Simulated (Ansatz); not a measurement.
Computed with frozen-core CCSD(T)/cc-pVTZ // M06-2X/def2-TZVP in Ansatz (a quantum-chemistry and plane-wave program).

Ansatz 0.2 input:
```yaml
crystal:
  periodic: [false, false, false]
  atoms:
    - { symbol: B, position_ang: [0.856016, -0.013592, 0.014605] }
    - { symbol: C, position_ang: [-0.693114, -0.03327, -0.096786] }
    - { symbol: H, position_ang: [1.467064, 0.994732, -0.158746] }
    - { symbol: H, position_ang: [1.456804, -0.990463, 0.338499] }
    - { symbol: H, position_ang: [-1.029382, 0.225864, 0.920682] }
    - { symbol: H, position_ang: [-1.126381, -1.008385, -0.315753] }
    - { symbol: H, position_ang: [-1.116665, 0.725448, -0.753709] }
basis:
  gaussian: { orbitals: cc-pVTZ }
correlation:
  method: ccsd_t
```

Output:

```
Functional definition: HF
718 factors; integrals over basis functions are off by at most 1.1e-3 eV
mean field evaluation 1: about -1779.7698 eV, gradient 2.4e1 eV
mean field evaluation 2: about -1779.7684 eV, gradient 2.4e1 eV
mean field evaluation 4: about -1781.4115 eV, gradient 2.2e0 eV
mean field evaluation 8: about -1781.4321 eV, gradient 5.6e-4 eV
mean field evaluation 16: about -1781.4316 eV, gradient 2.7e-1 eV
mean field -1781.43212597 eV, -65.4664231314 hartree, gradient 3.5e-6 eV, S^2 0.000000; 0 other end points of the search recorded, 0 dependent functions left out
2 core orbitals not correlated
reference -1781.43212597 eV, -65.4664231314 hartree; 6, 6 occupied and 122, 122 virtual orbitals, 718 factors
second order -7.84341408 eV of doubles, -0.00000000 eV of singles
cycle   1  -8.45475714 eV  change   -6.1e-1 eV  update   5.6e-2
cycle   2  -8.68845920 eV  change   -2.3e-1 eV  update   1.7e-2
cycle   3  -8.71052985 eV  change   -2.2e-2 eV  update   5.2e-3
cycle   4  -8.70895598 eV  change    1.6e-3 eV  update   1.4e-3
cycle   5  -8.70874182 eV  change    2.1e-4 eV  update   5.0e-4
cycle   6  -8.70864203 eV  change    1.0e-4 eV  update   1.6e-4
cycle   7  -8.70863641 eV  change    5.6e-6 eV  update   4.5e-5
cycle   8  -8.70863850 eV  change   -2.1e-6 eV  update   1.2e-5
perturbative correction -0.27436961 eV, -0.0100828971 hartree
Total energy: -1790.41513408 eV, -65.7965425905 hartree
```

Cost: very roughly 4 core-seconds.
